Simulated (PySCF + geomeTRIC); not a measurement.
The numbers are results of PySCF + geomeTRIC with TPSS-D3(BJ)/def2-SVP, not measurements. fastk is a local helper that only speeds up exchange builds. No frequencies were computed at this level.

```python
import json, numpy as np
from pyscf import gto, dft
from fastk import lowrank_exchange
atoms = """
Ta    -0.030306     0.034611    -0.120638
O      0.358932    -0.395996     1.496638
C     -2.271583    -0.306374    -0.345475
H     -2.795702    -0.264837     0.609767
H     -2.478725    -1.286825    -0.783225
H     -2.719007     0.448743    -0.999313
C      1.206376    -1.351204    -1.443266
H      2.261550    -1.343463    -1.164386
H      1.140054    -1.057121    -2.495735
H      0.865775    -2.386324    -1.367614
C      0.559082     2.221519    -0.353984
H      0.956253     2.417962    -1.354913
H      1.319224     2.526536     0.365619
H     -0.304066     2.876308    -0.205835
"""
def scf(charge, spin, dm0=None):
    mol = gto.M(atom=atoms, basis='def2-svp', ecp={'Ta': 'def2-svp'}, charge=charge, spin=spin, verbose=3, max_memory=15120)
    mf = dft.KS(mol, xc='tpss').density_fit(auxbasis="def2-universal-jkfit")
    mf.disp = 'd3bj'
    mf.grids.level = 3
    mf.conv_tol = 1e-8
    mf.max_cycle = 120
    mf.level_shift = 0.25
    mf.kernel(dm0)
    if not mf.converged:
        mf = mf.newton().run(mf.mo_coeff, mf.mo_occ).undo_soscf()
    return mf
mf = scf(0, 0)
from pyscf.geomopt.geometric_solver import kernel as optimize
path = []
done, mol = optimize(mf, maxsteps=120, assert_convergence=False, callback=lambda env: path.append((env["energy"], bool(env["g_scanner"].converged))))
res = dict(converged=bool(done and path[-1][1]), energy=path[-1][0], path=[e for e, c in path], xyz=mol.atom_coords(unit="Angstrom").tolist(), nao=mol.nao)
json.dump(res, open("result.json", "w"))
```

Output:

```
converged SCF energy = -251.946672102227
Geometry optimization cycle 1
converged SCF energy = -251.946672086328
cycle 1: E = -251.946672086  dE = -251.947  norm(grad) = 0.0682468
Geometry optimization cycle 2
converged SCF energy = -251.955979083987
cycle 2: E = -251.955979084  dE = -0.009307  norm(grad) = 0.00716437
Geometry optimization cycle 3
converged SCF energy = -251.956081888206
cycle 3: E = -251.956081888  dE = -0.000102804  norm(grad) = 0.00374023
Geometry optimization cycle 4
converged SCF energy = -251.9561499571
cycle 4: E = -251.956149957  dE = -6.80689e-05  norm(grad) = 0.0022646
Geometry optimization cycle 5
converged SCF energy = -251.956184409455
cycle 5: E = -251.956184409  dE = -3.44524e-05  norm(grad) = 0.00206623
Geometry optimization cycle 6
converged SCF energy = -251.95619807445
cycle 6: E = -251.956198074  dE = -1.3665e-05  norm(grad) = 0.00111482
Geometry optimization cycle 7
converged SCF energy = -251.956206021838
cycle 7: E = -251.956206022  dE = -7.94739e-06  norm(grad) = 0.000590999
Geometry optimization cycle 8
converged SCF energy = -251.956212782762
cycle 8: E = -251.956212783  dE = -6.76092e-06  norm(grad) = 0.000913608
Geometry optimization cycle 9
converged SCF energy = -251.956224550887
cycle 9: E = -251.956224551  dE = -1.17681e-05  norm(grad) = 0.00158167
Geometry optimization cycle 10
converged SCF energy = -251.956244105491
cycle 10: E = -251.956244105  dE = -1.95546e-05  norm(grad) = 0.00217366
Geometry optimization cycle 11
converged SCF energy = -251.956274515705
cycle 11: E = -251.956274516  dE = -3.04102e-05  norm(grad) = 0.0023267
Geometry optimization cycle 12
converged SCF energy = -251.956308986426
cycle 12: E = -251.956308986  dE = -3.44707e-05  norm(grad) = 0.00207102
Geometry optimization cycle 13
converged SCF energy = -251.956341014587
cycle 13: E = -251.956341015  dE = -3.20282e-05  norm(grad) = 0.00199937
Geometry optimization cycle 14
converged SCF energy = -251.956375445152
cycle 14: E = -251.956375445  dE = -3.44306e-05  norm(grad) = 0.00221707
Geometry optimization cycle 15
converged SCF energy = -251.956407292952
cycle 15: E = -251.956407293  dE = -3.18478e-05  norm(grad) = 0.00206738
Geometry optimization cycle 16
converged SCF energy = -251.956425847637
cycle 16: E = -251.956425848  dE = -1.85547e-05  norm(grad) = 0.00139557
Geometry optimization cycle 17
converged SCF energy = -251.956434479259
cycle 17: E = -251.956434479  dE = -8.63162e-06  norm(grad) = 0.000807442
Geometry optimization cycle 18
converged SCF energy = -251.95643810448
cycle 18: E = -251.956438104  dE = -3.62522e-06  norm(grad) = 0.000512705
Geometry optimization cycle 19
converged SCF energy = -251.956439565397
cycle 19: E = -251.956439565  dE = -1.46092e-06  norm(grad) = 0.000390448
Geometry optimization cycle 20
converged SCF energy = -251.956440017757
cycle 20: E = -251.956440018  dE = -4.5236e-07  norm(grad) = 0.000362153
Geometry optimization cycle 21
converged SCF energy = -251.956439955893
cycle 21: E = -251.956439956  dE = 6.18641e-08  norm(grad) = 0.000419682
Geometry optimization cycle 22
converged SCF energy = -251.956440134907
cycle 22: E = -251.956440135  dE = -1.79013e-07  norm(grad) = 0.000483883
Geometry optimization cycle 23
converged SCF energy = -251.956440614234
cycle 23: E = -251.956440614  dE = -4.79328e-07  norm(grad) = 0.000370384
Geometry optimization cycle 24
converged SCF energy = -251.956441035931
cycle 24: E = -251.956441036  dE = -4.21697e-07  norm(grad) = 0.000208003
Geometry optimization cycle 25
converged SCF energy = -251.956441128281
cycle 25: E = -251.956441128  dE = -9.23495e-08  norm(grad) = 0.000191237
<class 'geometric.internal.Distance'> : 13
<class 'geometric.internal.Angle'> : 24
<class 'geometric.internal.Dihedral'> : 27
<class 'geometric.internal.TranslationX'> : 1
<class 'geometric.internal.TranslationY'> : 1
<class 'geometric.internal.TranslationZ'> : 1
<class 'geometric.internal.RotationA'> : 1
<class 'geometric.internal.RotationB'> : 1
<class 'geometric.internal.RotationC'> : 1
Step    0 : Gradient = 1.824e-02/3.131e-02 (rms/max) Energy = -251.9466720863
Step    1 : Displace = 9.932e-02/1.141e-01 (rms/max) Trust = 1.000e-01 (=) Grad = 1.915e-03/2.948e-03 (rms/max) E (change) = -251.9559790840 (-9.307e-03) Quality = 0.820
Step    2 : Displace = 7.745e-03/1.520e-02 (rms/max) Trust = 1.414e-01 (+) Grad = 9.996e-04/1.971e-03 (rms/max) E (change) = -251.9560818882 (-1.028e-04) Quality = 1.239
Step    3 : Displace = 1.093e-02/1.833e-02 (rms/max) Trust = 2.000e-01 (+) Grad = 6.052e-04/7.442e-04 (rms/max) E (change) = -251.9561499571 (-6.807e-05) Quality = 1.300
Step    4 : Displace = 1.197e-02/1.819e-02 (rms/max) Trust = 2.828e-01 (+) Grad = 5.522e-04/9.592e-04 (rms/max) E (change) = -251.9561844095 (-3.445e-05) Quality = 1.207
Step    5 : Displace = 8.079e-03/1.327e-02 (rms/max) Trust = 3.000e-01 (+) Grad = 2.979e-04/6.173e-04 (rms/max) E (change) = -251.9561980744 (-1.366e-05) Quality = 1.204
Step    6 : Displace = 6.621e-03/1.054e-02 (rms/max) Trust = 3.000e-01 (=) Grad = 1.580e-04/2.221e-04 (rms/max) E (change) = -251.9562060218 (-7.947e-06) Quality = 1.166
Step    7 : Displace = 6.564e-03/1.019e-02 (rms/max) Trust = 3.000e-01 (=) Grad = 2.442e-04/4.076e-04 (rms/max) E (change) = -251.9562127828 (-6.761e-06) Quality = 1.266
Step    8 : Displace = 1.311e-02/2.051e-02 (rms/max) Trust = 3.000e-01 (=) Grad = 4.227e-04/7.962e-04 (rms/max) E (change) = -251.9562245509 (-1.177e-05) Quality = 1.243
Step    9 : Displace = 2.395e-02/3.673e-02 (rms/max) Trust = 3.000e-01 (=) Grad = 5.809e-04/1.169e-03 (rms/max) E (change) = -251.9562441055 (-1.955e-05) Quality = 1.253
Step   10 : Displace = 3.828e-02/5.688e-02 (rms/max) Trust = 3.000e-01 (=) Grad = 6.218e-04/1.302e-03 (rms/max) E (change) = -251.9562745157 (-3.041e-05) Quality = 1.282
Step   11 : Displace = 4.955e-02/7.030e-02 (rms/max) Trust = 3.000e-01 (=) Grad = 5.535e-04/1.172e-03 (rms/max) E (change) = -251.9563089864 (-3.447e-05) Quality = 1.123
Step   12 : Displace = 5.659e-02/8.148e-02 (rms/max) Trust = 3.000e-01 (=) Grad = 5.344e-04/1.121e-03 (rms/max) E (change) = -251.9563410146 (-3.203e-05) Quality = 0.888
Step   13 : Displace = 4.233e-02/6.480e-02 (rms/max) Trust = 3.000e-01 (=) Grad = 5.925e-04/1.349e-03 (rms/max) E (change) = -251.9563754452 (-3.443e-05) Quality = 1.146
Step   14 : Displace = 3.972e-02/5.966e-02 (rms/max) Trust = 3.000e-01 (=) Grad = 5.525e-04/9.986e-04 (rms/max) E (change) = -251.9564072930 (-3.185e-05) Quality = 1.160
Step   15 : Displace = 3.478e-02/5.354e-02 (rms/max) Trust = 3.000e-01 (=) Grad = 3.730e-04/7.494e-04 (rms/max) E (change) = -251.9564258476 (-1.855e-05) Quality = 1.015
Step   16 : Displace = 1.914e-02/2.975e-02 (rms/max) Trust = 3.000e-01 (=) Grad = 2.158e-04/4.639e-04 (rms/max) E (change) = -251.9564344793 (-8.632e-06) Quality = 0.997
Step   17 : Displace = 8.619e-03/1.356e-02 (rms/max) Trust = 3.000e-01 (=) Grad = 1.370e-04/2.452e-04 (rms/max) E (change) = -251.9564381045 (-3.625e-06) Quality = 1.089
Step   18 : Displace = 6.901e-03/1.041e-02 (rms/max) Trust = 3.000e-01 (=) Grad = 1.044e-04/2.198e-04 (rms/max) E (change) = -251.9564395654 (-1.461e-06) Quality = 0.871
Step   19 : Displace = 7.373e-03/1.106e-02 (rms/max) Trust = 3.000e-01 (=) Grad = 9.679e-05/2.012e-04 (rms/max) E (change) = -251.9564400178 (-4.524e-07) Quality = 0.338
Step   20 : Displace = 5.638e-03/8.921e-03 (rms/max) Trust = 3.000e-01 (=) Grad = 1.122e-04/1.962e-04 (rms/max) E (change) = -251.9564399559 (+6.186e-08) Quality = -0.051
Step   21 : Displace = 2.670e-03/5.261e-03 (rms/max) Trust = 2.819e-03 (-) Grad = 1.293e-04/2.479e-04 (rms/max) E (change) = -251.9564401349 (-1.790e-07) Quality = 0.102
Step   22 : Displace = 1.298e-03/2.510e-03 (rms/max) Trust = 1.335e-03 (-) Grad = 9.899e-05/2.028e-04 (rms/max) E (change) = -251.9564406142 (-4.793e-07) Quality = 0.292
Step   23 : Displace = 1.400e-03/2.761e-03 (rms/max) Trust = 1.335e-03 (=) Grad = 5.559e-05/1.540e-04 (rms/max) E (change) = -251.9564410359 (-4.217e-07) Quality = 0.223
Step   24 : Displace = 7.054e-04/1.295e-03 (rms/max) Trust = 6.674e-04 (-) Grad = 5.111e-05/1.329e-04 (rms/max) E (change) = -251.9564411283 (-9.235e-08) Quality = 0.110
Converged! =D
```

Cost: very roughly 15 core-minutes.
